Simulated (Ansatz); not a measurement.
One change: `C[SiH2]OCO` becomes `OCO[SiH2]S`.

Ansatz, PBE0-D4/def2-TZVP geometries, multiplicity 1. Each molecule was computed in one conformer, which needn't be the lowest.

```json
{"property": "size of the dipole moment (ωB97M-V/def2-TZVPP) / D", "`C[SiH2]OCO`": "1.09"}
{"property": "HOMO–LUMO gap (ωB97M-V/def2-TZVPP) / eV", "`C[SiH2]OCO`": "12.94"}
{"property": "LUMO energy (ωB97M-V/def2-TZVPP) / eV", "`C[SiH2]OCO`": "2.33"}
{"property": "HOMO energy (ωB97M-V/def2-TZVPP) / eV", "`C[SiH2]OCO`": "-10.61"}
{"property": "HOMO–LUMO gap (B3LYP/def2-TZVPP) / eV", "`C[SiH2]OCO`": "8.52"}
{"property": "LUMO energy (B3LYP/def2-TZVPP) / eV", "`C[SiH2]OCO`": "0.51"}
```

Problem. What does the change do to each property? (Estimate.)

Solution. Computed: 
```tsv
property	`OCO[SiH2]S`	shift
size of the dipole moment (ωB97M-V/def2-TZVPP) / D	1.97	0.88
HOMO–LUMO gap (ωB97M-V/def2-TZVPP) / eV	11.85	-1.09
LUMO energy (ωB97M-V/def2-TZVPP) / eV	2.03	-0.30
HOMO energy (ωB97M-V/def2-TZVPP) / eV	-9.82	0.79
HOMO–LUMO gap (B3LYP/def2-TZVPP) / eV	7.40	-1.12
LUMO energy (B3LYP/def2-TZVPP) / eV	0.07	-0.44
```

With PBE0 the HOMO rises by 0.62 eV and the LUMO falls by 0.44 eV, so the gap narrows by about 1.06 eV. PBE moves the HOMO by 0.31 eV and ωB97M-V by 0.79 eV. Dipoles are sizes alone; their direction can turn.

B3LYP here is the variant with VWN-RPA as its local correlation; programs differ in this.
